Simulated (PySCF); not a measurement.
Molecule: TMS-CHClF (SMILES C[Si](C)(C)[C@H](F)Cl).

Molfile (atoms numbered from 1):
```
C4H10ClFSi
     RDKit          3D

 17 16  0  0  0  0  0  0  0  0999 V2000
   -0.5059   -1.1627   -1.3727 C   0  0  0  0  0  0  0  0  0  0  0  0
    0.0920   -0.0328   -0.0060 Si  0  0  0  0  0  4  0  0  0  0  0  0
    1.2847    1.2736   -0.6243 C   0  0  0  0  0  0  0  0  0  0  0  0
    0.8113   -1.0144    1.4228 C   0  0  0  0  0  0  0  0  0  0  0  0
   -1.4615    0.8679    0.6794 C   0  0  2  0  0  0  0  0  0  0  0  0
   -2.3534   -0.0471    1.1611 F   0  0  0  0  0  0  0  0  0  0  0  0
   -2.2417    1.8168   -0.6332 Cl  0  0  0  0  0  0  0  0  0  0  0  0
   -1.2524   -1.8713   -0.9820 H   0  0  0  0  0  0  0  0  0  0  0  0
   -0.9812   -0.5807   -2.1766 H   0  0  0  0  0  0  0  0  0  0  0  0
    0.3251   -1.7414   -1.8049 H   0  0  0  0  0  0  0  0  0  0  0  0
    1.6061    1.9437    0.1884 H   0  0  0  0  0  0  0  0  0  0  0  0
    2.1862    0.8047   -1.0496 H   0  0  0  0  0  0  0  0  0  0  0  0
    0.8146    1.8864   -1.4082 H   0  0  0  0  0  0  0  0  0  0  0  0
    0.0616   -1.7113    1.8280 H   0  0  0  0  0  0  0  0  0  0  0  0
    1.6811   -1.6042    1.0927 H   0  0  0  0  0  0  0  0  0  0  0  0
    1.1432   -0.3560    2.2409 H   0  0  0  0  0  0  0  0  0  0  0  0
   -1.2557    1.5974    1.4800 H   0  0  0  0  0  0  0  0  0  0  0  0
  1  2  1  0
  2  3  1  0
  2  4  1  0
  2  5  1  0
  5  6  1  0
  5  7  1  0
  1  8  1  0
  1  9  1  0
  1 10  1  0
  3 11  1  0
  3 12  1  0
  3 13  1  0
  4 14  1  0
  4 15  1  0
  4 16  1  0
  5 17  1  1
M  END
```

Geometry PBE0-D3(BJ)/def2-SVP throughout; GIAO in PySCF, gas phase, one conformer, non-relativistic; equivalent atoms averaged; functional PBE0.

For orientation, aug-cc-pVDZ gives these shifts δ (against TMS, CFCl3, HCl at the same level): C5 104.3, C1/C3/C4 -4.8, Si2 4.8, F6 -175.1, Cl7 185.3, H17 6.21, H8/H9/H10/H11/H12/H13/H14/H15/H16 0.18 ppm.

A run gave: C5 100.8, C1/C3/C4 -4.2, Si2 8.8, F6 -177.5, Cl7 145.2, H17 5.95, H8/H9/H10/H11/H12/H13/H14/H15/H16 0.08 ppm (shifts δ (against TMS, CFCl3, HCl at the same level)).

**Question.** Which basis set was used in that run?
A. pcSseg-0
B. 6-31G*
C. def2-TZVP
D. STO-3G

**Answer.** B. C5 tells them apart best: 6-31G* gives 100.8, STO-3G gives 83.9, pcSseg-0 gives 112.4, def2-TZVP gives 107.2 ppm.
